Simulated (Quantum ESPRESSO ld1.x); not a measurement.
Task: These are the eigenvalues of the occupied orbitals of an atom or ion with whole-number occupations (eV). All-electron calculation, Dirac Kohn-Sham, BLYP, spin-unpolarised, spherical densities, point nucleus. Program: ld1.x of Quantum ESPRESSO 7.5.

| orbital | eigenvalue |
|---|---|
| 1s1/2 | -39060.4 |
| 2s1/2 | -6496.25 |
| 2p1/2 | -6146.59 |
| 2p3/2 | -5733.04 |
| 3s1/2 | -1640.16 |
| 3p1/2 | -1493.06 |
| 3p3/2 | -1411.80 |
| 3d3/2 | -1155.08 |
| 3d5/2 | -1137.61 |
| 4s1/2 | -562.066 |
| 4p1/2 | -506.163 |
| 4p3/2 | -486.726 |
| 4d3/2 | -393.766 |
| 4d5/2 | -390.037 |
| 5s1/2 | -267.609 |

Which element is it, and in what charge state? The configuration may be excited. Open shells, if any, are shared by 2j + 1.

Result: Z = 57, lanthanum, charge +15: La15+ in [Kr] 4d5 5s1. The list shows which subshells hold electrons but not how many an open one holds; the 1s level, -1435.4 hartree, gives Z - s = 53.6 by -(Z - s)^2/2, which with screening and relativity narrows Z to a few neighbours, and the depths of the outer levels then fix element, charge and occupations together.
